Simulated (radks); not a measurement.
Task: Successive ionisation energies (eV) of one element, from differences of total energies of ions in their ground configurations, starting at charge 22: 1061.9, 1147.8, 1217.3, 1288.0, 1359.9, 1432.8, 1654.5, 1720.2, 1785.1, 1871.5, 1940.0, 2007.7, 2177.0, 2251.1, 5329.1, 5516.8, 5701.5, 5956.5, 6153.2, 6346.9, 6752.2, 6942.6. Calculated with a radial shooting solver on a logarithmic mesh with Libxc functionals: scalar-relativistic Kohn-Sham, exchange-only LDA, spin-polarised, spherical densities, point nucleus; open shells are filled with parallel spins first (spin-orbit coupling, left out, can overturn this in heavy ions). Which element is it?

Result: Palladium (Z = 46). The first species listed is Pd22+ in [Ar] 3d6, the last Pd43+ in [He] 2s1.
